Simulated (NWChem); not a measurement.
## Correlation energy of AuCl

```xyz
2

Au     0.0000     0.0000    -0.3990
Cl     0.0000     0.0000     1.8540
```
Charge 0, spin multiplicity 1.

All runs are NWChem calculations. Structure: optimised with PBE0/def2-SVP with def2 effective core potentials on Au, a minimum by its harmonic frequencies.

Basis set: def2-TZVP. Each correlation energy counts from its own Hartree-Fock reference.

Effective core potentials replace the inner electrons of Au; spin-orbit coupling is left out. The correlated methods keep 9 core orbitals frozen. The structure started from a generated list of species. Coupled-cluster values serve here as a point of comparison, not as the truth.

| method | correlation energy (mHa) |
|---|---|
| MP2 | -478.1 |
| SCS-MP2 | -443.1 |
| CR-CCSD[T] | -491.3 |
| CR-CCSD(T) | … |
| CCSD | -478.3 |
| CCSD+T(CCSD) | … |
| CCSD(T) | -493.9 |

### Question
What belongs in the gaps?

### Answer

- CR-CCSD(T), correlation energy (mHa): -490.2
- CCSD+T(CCSD), correlation energy (mHa): -495.4
